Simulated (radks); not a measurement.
All-electron atom: Cu2+ in [Ne] 3s2 3p5.5 3d9 4p0.5 (fractional occupations, a model configuration). Calculated with a radial shooting solver on a logarithmic mesh with Libxc functionals: non-relativistic Kohn-Sham, revTPSS, spin-polarised, spherical densities, point nucleus; open shells are filled with parallel spins first; meta-GGA in the generalised Kohn-Sham scheme.

X-ray form factor f0, the Fourier transform of the density (f0(0) = 27):

sin(theta)/lambda (1/angstrom),f0 (electrons)
0.05,26.667
0.1,25.754
0.15,24.447
0.2,22.917
0.25,21.280
0.3,19.616
0.4,16.441
0.5,13.708
0.6,11.530
0.8,8.673
1,7.145
1.25,6.054
1.5,5.235
2,3.776
